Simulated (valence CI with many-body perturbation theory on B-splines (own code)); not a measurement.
# Forbidden lines of Eu42+

Calculated by configuration interaction combined with many-body perturbation theory (CI+MBPT): three valence electrons over a frozen Dirac-Fock core [Ar], radial functions for each j: 9 s, 9 p, 10 d, 8 f, 5 g, 3 h, 1 i, with the one-electron correlation potential Σ1, the two-electron term Σ2, the three-electron term Σ3, Breit, model QED; selected CI, second order for the rest (own B-spline code, finite nucleus).

The last digits are not significant, and no measured levels were compared; by estimate large intervals hold to a few tenths of a per cent, small ones and those within an open d or f shell to about a per cent. Only levels of the ground parity were solved; by the run's estimate the other parity begins above the list, which can be wrong where configurations are misplaced.

Lines 1 to 50 of 58 in falling wavelength, among levels below 125.83 eV, chosen from the decays that carry over 1 % of a level's rate. Wavelengths and rates use the calculated energies. Weak lines are less certain than strong ones. Lines between different terms over intervals too small for the method are left out, as are lines whose strength nearly cancels. The highest levels of a list are the least certain.

Levels are named by their leading jj configuration (3d3/2^4 stands for four electrons in 3d with j = 3/2), which in mixed levels can hold well under half, so a name can repeat and another be missing. Letters in brackets count levels of one name in rising energy.

```
λ vac (nm)                      Upper                      Lower  Type   A (s⁻¹)  Branch %
      1455      (3d3/2^2 3d5/2) J=9/2      (3d3/2^2 3d5/2) J=7/2    M1  2.70e+00     100.0
     160.5      (3d3/2^2 3d5/2) J=7/2  (3d3/2^2 3d5/2) J=5/2 [a]    M1  3.94e+03      99.6
     152.7     (3d3/2 3d5/2^2) J=11/2      (3d3/2 3d5/2^2) J=9/2    M1  1.50e+03       1.0
     123.9  (3d3/2 3d5/2^2) J=5/2 [b]  (3d3/2 3d5/2^2) J=3/2 [a]    M1  3.76e+03       1.5
     98.76  (3d3/2 3d5/2^2) J=5/2 [a]  (3d3/2 3d5/2^2) J=7/2 [a]    M1  4.11e+03       1.2
     68.67            (3d5/2^3) J=3/2  (3d3/2 3d5/2^2) J=3/2 [b]    M1  1.47e+04       1.9
     66.41  (3d3/2^2 3d5/2) J=5/2 [b]      (3d3/2^2 3d5/2) J=7/2    M1  3.64e+03       5.7
     64.72  (3d3/2 3d5/2^2) J=7/2 [b]  (3d3/2 3d5/2^2) J=7/2 [a]    M1  7.82e+03       3.9
     59.84  (3d3/2^2 3d5/2) J=5/2 [b]      (3d3/2^2 3d5/2) J=3/2    M1  2.29e+04      36.0
     58.04  (3d3/2 3d5/2^2) J=5/2 [a]  (3d3/2^2 3d5/2) J=5/2 [b]    M1  3.91e+04      11.2
     54.09  (3d3/2 3d5/2^2) J=3/2 [b]      (3d3/2 3d5/2^2) J=1/2    M1  2.52e+04       5.1
     49.21  (3d3/2 3d5/2^2) J=3/2 [b]  (3d3/2 3d5/2^2) J=3/2 [a]    M1  4.07e+04       8.3
     48.32            (3d5/2^3) J=5/2  (3d3/2 3d5/2^2) J=3/2 [b]    M1  3.12e+04       2.9
     47.28  (3d3/2 3d5/2^2) J=5/2 [b]  (3d3/2^2 3d5/2) J=5/2 [b]    M1  1.03e+05      41.7
     46.97  (3d3/2^2 3d5/2) J=5/2 [b]  (3d3/2^2 3d5/2) J=5/2 [a]    M1  6.03e+03       9.5
     46.71            (3d5/2^3) J=9/2     (3d3/2 3d5/2^2) J=11/2    M1  2.29e+04       3.1
     45.12  (3d3/2 3d5/2^2) J=7/2 [a]      (3d3/2^2 3d5/2) J=7/2    M1  1.11e+05      19.1
     45.04  (3d3/2^2 3d5/2) J=5/2 [a]            (3d3/2^3) J=3/2    M1  2.88e+05     100.0
     44.34  (3d3/2 3d5/2^2) J=7/2 [b]  (3d3/2^2 3d5/2) J=5/2 [b]    M1  1.76e+04       8.8
     41.56      (3d3/2 3d5/2^2) J=9/2      (3d3/2^2 3d5/2) J=9/2    M1  2.09e+05      62.2
     40.41      (3d3/2 3d5/2^2) J=9/2      (3d3/2^2 3d5/2) J=7/2    M1  1.27e+05      37.7
     37.72  (3d3/2 3d5/2^2) J=3/2 [a]      (3d3/2^2 3d5/2) J=1/2    M1  7.68e+04      10.0
     37.34      (3d3/2^2 3d5/2) J=3/2            (3d3/2^3) J=3/2    M1  2.48e+05      99.5
     37.29            (3d5/2^3) J=3/2  (3d3/2 3d5/2^2) J=5/2 [b]    M1  1.18e+04       1.6
     35.77            (3d5/2^3) J=9/2      (3d3/2 3d5/2^2) J=9/2    M1  2.97e+05      40.6
     35.28      (3d3/2 3d5/2^2) J=1/2      (3d3/2^2 3d5/2) J=1/2    M1  4.41e+05      94.1
     35.22  (3d3/2 3d5/2^2) J=7/2 [a]  (3d3/2^2 3d5/2) J=5/2 [a]    M1  4.69e+05      80.8
     33.57  (3d3/2 3d5/2^2) J=3/2 [a]      (3d3/2^2 3d5/2) J=3/2    M1  4.51e+05      58.8
     33.27      (3d3/2^2 3d5/2) J=1/2            (3d3/2^3) J=3/2    M1  9.20e+04      99.1
     32.74            (3d5/2^3) J=9/2  (3d3/2 3d5/2^2) J=7/2 [a]    M1  4.06e+05      55.5
     32.67     (3d3/2 3d5/2^2) J=11/2      (3d3/2^2 3d5/2) J=9/2    M1  1.43e+05      98.9
     32.53            (3d5/2^3) J=3/2  (3d3/2 3d5/2^2) J=5/2 [a]    M1  2.87e+05      37.6
     31.70            (3d5/2^3) J=5/2  (3d3/2 3d5/2^2) J=7/2 [b]    M1  1.12e+05      10.3
     31.62      (3d3/2 3d5/2^2) J=1/2      (3d3/2^2 3d5/2) J=3/2    M1  2.35e+04       5.0
     30.97  (3d3/2 3d5/2^2) J=5/2 [a]      (3d3/2^2 3d5/2) J=7/2    M1  2.94e+04       8.4
     30.35            (3d5/2^3) J=5/2  (3d3/2 3d5/2^2) J=5/2 [b]    M1  2.16e+05      20.0
     30.26            (3d5/2^3) J=3/2      (3d3/2 3d5/2^2) J=1/2    M1  1.65e+05      21.6
     29.94  (3d3/2 3d5/2^2) J=3/2 [b]  (3d3/2^2 3d5/2) J=5/2 [b]    M1  2.63e+05      53.8
     29.46  (3d3/2 3d5/2^2) J=5/2 [a]      (3d3/2^2 3d5/2) J=3/2    M1  2.31e+05      66.0
     29.10  (3d3/2 3d5/2^2) J=3/2 [a]  (3d3/2^2 3d5/2) J=5/2 [a]    M1  2.24e+05      29.2
     28.67            (3d5/2^3) J=3/2  (3d3/2 3d5/2^2) J=3/2 [a]    M1  2.67e+05      35.0
     27.62  (3d3/2 3d5/2^2) J=5/2 [b]      (3d3/2^2 3d5/2) J=7/2    M1  1.23e+05      49.7
     27.12            (3d5/2^3) J=5/2  (3d3/2 3d5/2^2) J=5/2 [a]    M1  2.07e+05      19.1
     27.08  (3d3/2 3d5/2^2) J=7/2 [b]      (3d3/2^2 3d5/2) J=9/2    M1  7.85e+04      39.2
     26.59  (3d3/2 3d5/2^2) J=7/2 [b]      (3d3/2^2 3d5/2) J=7/2    M1  7.30e+04      36.4
     26.41  (3d3/2 3d5/2^2) J=5/2 [b]      (3d3/2^2 3d5/2) J=3/2    M1  4.53e+03       1.8
     25.96  (3d3/2 3d5/2^2) J=5/2 [a]  (3d3/2^2 3d5/2) J=5/2 [a]    M1  4.02e+04      11.5
     24.38            (3d5/2^3) J=5/2  (3d3/2 3d5/2^2) J=3/2 [a]    M1  3.16e+05      29.2
     23.56  (3d3/2 3d5/2^2) J=5/2 [b]  (3d3/2^2 3d5/2) J=5/2 [a]    M1  9.81e+03       4.0
     22.99  (3d3/2^2 3d5/2) J=5/2 [b]            (3d3/2^3) J=3/2    M1  3.10e+04      48.7
```
